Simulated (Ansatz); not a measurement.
Species: PN, charge 0, singlet. PN (azanylidynephosphane, SMILES N#P).
B3LYP-D3(BJ)/def2-TZVP minimum from Ansatz (a quantum-chemistry and plane-wave program):
```xyz
2

N      0.0000     0.0000    -1.0110
P      0.0000     0.0000     0.4718
```
Charge 0, spin multiplicity 1.

Quantity: atomisation energy (electronic, to ground-state atoms), in kJ/mol. Radicals and triplets start from unrestricted determinants; spin-orbit coupling is neglected. CBS(X,Y): correlation extrapolated as X^-3, Hartree-Fock from the larger set (Q,5: extrapolated as (X+1)exp(-9√X)). A bracket is a step between two methods taken in the basis named. The functionals are non-relativistic, so their misses hold any scalar relativity. Double hybrids freeze cores in their MP2 part. '+ core + X2C': CCSD(T) terms for core correlation (cc-pwCVTZ, 1s frozen past Ne) and scalar relativity (cc-pVTZ-DK). The restricted determinant of NP (N#P, singlet) is unstable towards broken spin symmetry in at least one set run.

CCSD(T)/CBS(cc-pV(Q+d)Z,cc-pV(5+d)Z) + [CCSDT(Q) - CCSD(T)]/cc-pV(5+d)Z + [CCSDTQ - CCSDT(Q)]/cc-pV(D+d)Z + core + X2C (Ansatz) gives 613.0 kJ/mol.

### Question
How far off this value is PBE/def2-TZVPD (Ansatz), in which direction, and which of these levels come nearer: r2SCAN/def2-TZVPD, B3LYP/def2-TZVPD, PBE0/def2-TZVPD, wB97M-V/def2-TZVPD, B2PLYP/def2-TZVPD, CCSD(T)/CBS(cc-pV(Q+d)Z,cc-pV(5+d)Z) + core + X2C?

### Answer
PBE gives 652.3 kJ/mol, 39.3 kJ/mol above it. Differences of the others: r2SCAN/def2-TZVPD (Ansatz) -34.4; B3LYP/def2-TZVPD (Ansatz) -3.5; PBE0/def2-TZVPD (Ansatz) -34.5; wB97M-V/def2-TZVPD (Ansatz) 4.9; B2PLYP/def2-TZVPD (Ansatz) 2.8; CCSD(T)/CBS(cc-pV(Q+d)Z,cc-pV(5+d)Z) + core + X2C (Ansatz) -2.4 kJ/mol. Nearer than PBE: r2SCAN/def2-TZVPD, B3LYP/def2-TZVPD, PBE0/def2-TZVPD, wB97M-V/def2-TZVPD, B2PLYP/def2-TZVPD, CCSD(T)/CBS(cc-pV(Q+d)Z,cc-pV(5+d)Z) + core + X2C.
